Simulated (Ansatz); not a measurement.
Consider the isomerisation: `B[SiH](C)N=C` → `CN1CB[SiH2]1`.

Computed with Ansatz on PBE0-D4/def2-TZVP structures; ΔE is electronic, products minus reactants. CCSD(T)/CBS is the MP2 limit (def2-TZVPP, def2-QZVPP) plus CCSD(T) − MP2 in def2-TZVPP, frozen cores. Functionals use def2-TZVPP. B3LYP here is the variant with VWN-RPA as its local correlation; programs differ in this. Each species was taken in one conformer, which may not be the lowest.

`B[SiH](C)N=C`:

Cartesian coordinates in Å:
```
B 1.116 1.805 -0.367
Si 0.252 0.089 0.219
C 1.142 -1.418 -0.446
N -1.409 0.001 -0.324
C -2.410 -0.009 0.436
H 0.516 2.705 -0.876
H 2.288 1.966 -0.178
H 0.310 0.075 1.725
H 2.190 -1.414 -0.135
H 0.675 -2.332 -0.073
H 1.106 -1.440 -1.537
H -3.424 -0.058 0.021
H -2.351 0.030 1.536
```

`CN1CB[SiH2]1`:

Z-matrix (Å, degrees):
```
C
N 1 1.428
H 1 1.100 2 111.9
H 1 1.100 2 111.8 3 -120.4
H 1 1.092 2 110.3 3 119.9
C 2 1.464 1 121.0 3 60.4
Si 2 1.729 1 138.7 3 -118.1
B 6 1.578 2 98.6 1 -179.6
H 6 1.106 2 113.6 1 -60.0
H 6 1.106 2 113.6 1 60.6
H 7 1.498 2 116.0 1 61.4
H 7 1.498 2 115.9 1 -62.6
H 8 1.190 6 128.9 2 -179.6
```

```json
{"level": "PBE-D4", "ΔE (kcal/mol)": "4.4", "difference from CCSD(T)/CBS": "-3.4"}
{"level": "r2SCAN-D4", "ΔE (kcal/mol)": "6.5", "difference from CCSD(T)/CBS": "-1.3"}
{"level": "PBE0-D4", "ΔE (kcal/mol)": "3.0", "difference from CCSD(T)/CBS": "-4.8"}
{"level": "B3LYP-D4", "ΔE (kcal/mol)": "9.0", "difference from CCSD(T)/CBS": "1.2"}
{"level": "ωB97X-V", "ΔE (kcal/mol)": "5.1", "difference from CCSD(T)/CBS": "-2.7"}
{"level": "ωB97M-V", "ΔE (kcal/mol)": "6.4", "difference from CCSD(T)/CBS": "-1.4"}
{"level": "B2PLYP", "ΔE (kcal/mol)": "9.2", "difference from CCSD(T)/CBS": "1.4"}
{"level": "PBE", "ΔE (kcal/mol)": "4.9", "difference from CCSD(T)/CBS": "-2.9"}
{"level": "r2SCAN", "ΔE (kcal/mol)": "6.6", "difference from CCSD(T)/CBS": "-1.2"}
{"level": "PBE0", "ΔE (kcal/mol)": "3.3", "difference from CCSD(T)/CBS": "-4.5"}
{"level": "B3LYP", "ΔE (kcal/mol)": "9.8", "difference from CCSD(T)/CBS": "2.0"}
{"level": "HF/def2-TZVPP", "ΔE (kcal/mol)": "13.2", "difference from CCSD(T)/CBS": "5.4"}
{"level": "MP2/def2-TZVPP", "ΔE (kcal/mol)": "6.8", "difference from CCSD(T)/CBS": "-1.0"}
{"level": "SCS-MP2/def2-TZVPP", "ΔE (kcal/mol)": "8.7", "difference from CCSD(T)/CBS": "0.9"}
{"level": "CCSD/def2-TZVPP", "ΔE (kcal/mol)": "8.5", "difference from CCSD(T)/CBS": "0.7"}
{"level": "CCSD(T)/def2-TZVPP", "ΔE (kcal/mol)": "8.6", "difference from CCSD(T)/CBS": "0.8"}
{"level": "HF/def2-QZVPP", "ΔE (kcal/mol)": "13.2", "difference from CCSD(T)/CBS": "5.4"}
{"level": "MP2/def2-QZVPP", "ΔE (kcal/mol)": "6.3", "difference from CCSD(T)/CBS": "-1.5"}
{"level": "SCS-MP2/def2-QZVPP", "ΔE (kcal/mol)": "8.3", "difference from CCSD(T)/CBS": "0.5"}
{"level": "HF/CBS(def2)", "ΔE (kcal/mol)": "13.2", "difference from CCSD(T)/CBS": "5.4"}
{"level": "MP2/CBS(def2)", "ΔE (kcal/mol)": "6.0", "difference from CCSD(T)/CBS": "-1.8"}
{"level": "CCSD/CBS(def2)", "ΔE (kcal/mol)": "7.8", "difference from CCSD(T)/CBS": "0.0"}
{"level": "CCSD(T)/CBS", "ΔE (kcal/mol)": "7.8", "difference from CCSD(T)/CBS": "0"}
```

Largest T1 diagnostic among the species: 0.012.

From PBE to PBE0 (25 % exact exchange), in def2-TZVPP and without D4, ΔE moves by −1.5 kcal/mol. The D4 term adds −0.8 kcal/mol with B3LYP and −0.3 kcal/mol with PBE0; it sums over pairs of atoms, weighted by their polarisabilities, and B3LYP, whose exchange is more repulsive, gets the larger term. In def2-TZVPP, CCSD(T) changes the Hartree–Fock value by −4.7 kcal/mol (the triples alone add +0.0 kcal/mol) and MP2 by −6.4 kcal/mol.
